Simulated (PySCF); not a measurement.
How methods differ on the ionisation energy of Ta⁺

Ta⁺ [Xe] 4f14 5d3 6s1 (5F) → Ta²⁺ [Xe] 4f14 5d3 (4F), as a difference of total energies. All numbers are calculated (PySCF 2.14, a scalar-relativistic core potential, in def2-QZVPPD with the def2 core potential (60 electrons) (7s6p4d3f2g, 84 functions)). Correlated levels: valence: 5s2 5p6 frozen. The calculations carry no spin-orbit coupling.

```tsv
method	ionisation energy (eV)
UHF	14.139
MP2 (valence)	14.505
SCS-MP2 (valence)	14.261
CCSD (valence)	14.582
CCSD(T) (valence)	14.593
```

How much does correlation contribute at CCSD(T) (valence)?

14.593 − (14.139) = 0.454 eV, measured against UHF.

The reference lies between the lowest fine-structure levels, while these numbers refer to the centres of the terms.

Errors of the correlated levels include the incompleteness of this basis and the frozen core.

Every method misses the reference by a wide margin, which points to the basis or the choice of state and not to the methods.

For comparison: 16.2 ± 0.5 eV (semi-empirical (NIST evaluation); NIST Atomic Spectra Database, ionization energies).
